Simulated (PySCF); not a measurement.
C5H7O, SMILES O=C1C[CH]CC1, multiplicity 2.

Geometry optimised at ωB97X-D3(BJ)/def2-SVP. The isomer is the one that the SMILES or the coordinates give; other isomers of the formula were not compared. One conformer was computed; it need not be the lowest.

The numbers are results of PySCF with PBE/def2-TZVP, not measurements.

Isolated molecule, no solvent.

Computed frontier levels, dipole moment and polarisability:
```json
{
  "α spin, highest occupied and lowest empty level": "-4.48 and -1.71 eV",
  "β spin, highest occupied and lowest empty level": "-5.58 and -2.54 eV",
  "dipole_moment": "2.75 D",
  "quadrupole, principal values (traceless, Buckingham form, about the centre of nuclear charge)": "-8.70, 3.50, 5.20 D·Å",
  "mean_static_polarisability": "60.0 bohr³ (8.89 Å³)",
  "polarisability_principal_values": "46.5, 64.2, 69.2 bohr³",
  "⟨S²⟩": "0.754 (pure state 0.75)"
}
```
